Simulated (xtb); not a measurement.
propyl chloride (C₃H₇Cl), singlet, from a rough starting geometry; GFN2-xTB (xtb 6.7.1).

xtb was given this input:
```
$ xtb mol.xyz --gfn 2 --opt vtight --json

# file mol.xyz
11

C     -0.14734770    -0.52394423    -0.01810150
C      1.37982324    -0.15111946     0.03646119
C     -1.04151575     0.65502717    -0.01697025
H     -0.38466993    -1.17472840     0.88769116
H     -0.43034210    -1.19552208    -0.87627610
H      1.95956885    -1.00310148    -0.00791897
Cl    -2.77455947     0.15727427    -0.00888631
H      1.54647598     0.45992612    -0.81601141
H      1.48521079     0.41562263     0.92510101
H     -0.88507176     1.23748298     0.86940615
H     -0.88380084     1.24906301    -0.91391149
```

Question: Write the output that xtb gives for this input, abridged.

Answer: 
```
   ID    Z sym.   atoms
    1    6 C      1-3
    2    1 H      4-6, 8-11
    3   17 Cl     7

           -------------------------------------------------
          |                Calculation Setup                |
           -------------------------------------------------

           -------------------------------------------------
          |                 G F N 2 - x T B                 |
           -------------------------------------------------

          ...................................................
          :                      SETUP                      :
          :.................................................:
          :  # basis functions                  29          :
          :  # atomic orbitals                  28          :
          :  # shells                           16          :
          :  # electrons                        26          :
          :  max. iterations                   250          :
          :  Hamiltonian                  GFN2-xTB          :
          :  restarted?                      false          :
          :  GBSA solvation                  false          :
          :  PC potential                    false          :
          :  electronic temp.          300.0000000     K    :
          :  accuracy                    1.0000000          :
          :  -> integral cutoff          0.2500000E+02      :
          :  -> integral neglect         0.1000000E-07      :
          :  -> SCF convergence          0.1000000E-05 Eh   :
          :  -> wf. convergence          0.1000000E-03 e    :
          :  Broyden damping             0.4000000          :
          :  net charge                          0          :
          :  unpaired electrons                  0          :
          ...................................................

 iter      E             dE          RMSdq      gap      omega  full diag
   1    -14.6499785 -0.146500E+02  0.379E+00    7.37       0.0  T
   2    -14.6926950 -0.427164E-01  0.226E+00    6.67       1.0  T
   3    -14.6939258 -0.123084E-02  0.111E+00    6.81       1.0  T
   4    -14.6942321 -0.306352E-03  0.148E-01    6.74       1.0  T
   5    -14.6942714 -0.393001E-04  0.812E-02    6.75       1.0  T
   6    -14.6942804 -0.894799E-05  0.352E-02    6.74       1.0  T
   7    -14.6942834 -0.302404E-05  0.273E-02    6.73       1.1  T
   8    -14.6942876 -0.416938E-05  0.121E-02    6.72       2.5  T
   9    -14.6942883 -0.686229E-06  0.123E-03    6.72      24.4  T
[...]
         :: total energy             -14.533037284752 Eh    ::
 * total energy  :   -14.5330373 Eh     change       -0.2421476E-09 Eh
 * total energy  :   -14.5416455 Eh     change       -0.8608207E-02 Eh
 * total energy  :   -14.5426946 Eh     change       -0.1049094E-02 Eh
 * total energy  :   -14.5427490 Eh     change       -0.5437196E-04 Eh
 * total energy  :   -14.5427637 Eh     change       -0.1474299E-04 Eh
 * total energy  :   -14.5427666 Eh     change       -0.2891040E-05 Eh
 * total energy  :   -14.5427678 Eh     change       -0.1236225E-05 Eh
 * total energy  :   -14.5427685 Eh     change       -0.6659510E-06 Eh
 * total energy  :   -14.5427688 Eh     change       -0.2780611E-06 Eh
 * total energy  :   -14.5427689 Eh     change       -0.8068611E-07 Eh
   *** GEOMETRY OPTIMIZATION CONVERGED AFTER 10 ITERATIONS ***
         :: total energy             -14.542768853079 Eh    ::
[...]
     7  17 Cl       0.917    -0.217   106.002    15.751
     8   1 H        0.925     0.041     2.441     2.443
     9   1 H        0.925     0.041     2.441     2.443
    10   1 H        0.925     0.061     2.191     2.315
    11   1 H        0.925     0.061     2.191     2.315

 Mol. C6AA /au·bohr⁶  :       1211.159647
 Mol. C8AA /au·bohr⁸  :      31713.495021
 Mol. α(0) /au        :         52.219394

Wiberg/Mayer (AO) data.
largest (>0.10) Wiberg bond orders for each atom

 ---------------------------------------------------------------------------
     #   Z sym  total        # sym  WBO       # sym  WBO       # sym  WBO
 ---------------------------------------------------------------------------
     1   6 C    3.993 --     3 C    1.016     2 C    1.013     5 H    0.977
                             4 H    0.977
     2   6 C    3.995 --     1 C    1.013     8 H    0.987     9 H    0.987
                             6 H    0.985
     3   6 C    3.935 --     1 C    1.016    11 H    0.979    10 H    0.979
                             7 Cl   0.944
     4   1 H    0.997 --     1 C    0.977
     5   1 H    0.997 --     1 C    0.977
     6   1 H    0.998 --     2 C    0.985
     7  17 Cl   0.987 --     3 C    0.944
     8   1 H    0.998 --     2 C    0.987
     9   1 H    0.998 --     2 C    0.987
    10   1 H    0.996 --     3 C    0.979
    11   1 H    0.996 --     3 C    0.979
 ---------------------------------------------------------------------------

Topologies differ in total number of bonds
Writing topology from bond orders to xtbtopo.mol

molecular dipole:
                 x           y           z       tot (Debye)
 q only:        0.960       0.099       0.012
   full:        0.926       0.147       0.011       2.384
molecular quadrupole (traceless):
                xx          xy          yy          xz          yz          zz
 q only:       -5.904      -0.213       3.350      -0.084       0.001       2.554
  q+dip:       -7.780      -0.523       3.759      -0.126      -0.005       4.021
   full:       -6.491      -0.219       3.390      -0.099      -0.000       3.101

optimized geometry written to: xtbopt.xyz

           -------------------------------------------------
          | TOTAL ENERGY              -14.542768853079 Eh   |
          | GRADIENT NORM               0.000048176899 Eh/α |
          | HOMO-LUMO GAP               6.924749209990 eV   |
           -------------------------------------------------
```
